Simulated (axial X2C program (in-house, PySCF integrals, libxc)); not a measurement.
# Spectroscopic constants of RuB

All values were computed with an in-house relativistic program for diatomic molecules. Spin-free means the one-electron spin-free X2C Hamiltonian; two-component (2c) means X2C with spin–orbit coupling and atomic mean-field two-electron Coulomb and Gaunt terms, so the difference of the two also holds small scalar two-electron terms. Basis: Ru dyall-cv3z [12s12p8d5f3g], B dyall-v3z [7s6p2d1f] (cores contracted in-house); Gaussian nuclei, density fitting, unrestricted open shells. Masses: Ru 101.904 u, B 11.009 u.

State, spin-free: M_S = 1/2, Λ = 2 (beyond evenly filled blocks: δ+α, δ+β, δ-α); electrons by block: σα: 11, σβ: 11, π+α: 5, π+β: 5, π-α: 5, π-β: 5, δ+α: 2, δ+β: 2, δ-α: 2, δ-β: 1. Fragments: Ru + B.

State, 2c: Ω = 5/2 (⟨Sz⟩ = 0.50, ⟨Lz⟩ = 2.00 at PBE0); electrons by block: 1/2: 16, -1/2: 16, 3/2: 7, -3/2: 7, 5/2: 2, -5/2: 1. Fragments: Ru + B.

| Hamiltonian | level | Re (Å) | ωe (cm⁻¹) | ωexe (cm⁻¹) | Be (cm⁻¹) | αe (cm⁻¹) | De (eV) | D0 (eV) | μ (D) |
| --- | --- | --- | --- | --- | --- | --- | --- | --- | --- |
| spin-free | PBE0 | 1.692 | 952.3 | 5.72 | 0.5924 | 0.00436 | 4.57 | 4.52 | -3.60 |
| spin-free | PW91 | 1.713 | 927.3 | 4.57 | 0.5783 | 0.00395 | 5.35 | 5.29 | -3.40 |
| 2c | PBE0 | 1.692 | 951.8 | 5.73 | 0.5928 | 0.00438 | n/a | n/a | -3.61 |
| 2c | PW91 | 1.712 | 926.9 | 4.58 | 0.5787 | 0.00396 | n/a | n/a | -3.41 |

Dipoles are positive if B is the positive end.

The state is one determinant whose occupation by symmetry is held fixed; it was picked as the lowest of a PBE0 search that is not exhaustive. De is counted from the lowest determinant-based energies of the atoms at the same level, without counterpoise correction. De is not given where an atomic determinant may have missed its ground term or J level, or where the truncated virtual space spoils (T). Density functionals use the spin component along the axis (collinear). PBE0 can misorder states that lie within some tenths of an eV, so this need not be the ground state of the molecule. The nearest other spin-free determinant of the search, M_S = 3/2, Λ = 0, lies 0.39 eV up at the distance of the search. The functionals have no current-density term, which raises determinants with orbital currents, atoms included. At some level and bond length an empty orbital lies below a filled one. The determinant is spin-polarised beyond a pure state at some levels (its spin-free form has ⟨S²⟩ too high), which makes Re and μ there less reliable.

No reliable constants came from CCSD (2c), CCSD (spin-free), CCSD(T) (2c), CCSD(T) (spin-free), HF (2c), HF (spin-free), MP2 (2c), MP2 (spin-free): no minimum in range, unconverged points, a curve that is not smooth, a change of character along it, or the two Hamiltonians disagreeing along it.

Rough cost a point (2c) on 1 thread(s) of a shared host, integrals apart: PBE0 0.9 s, PW91 0.5 s.

The whole task took 4.1 min on 1 thread of Arm Neoverse V1 (shared host).
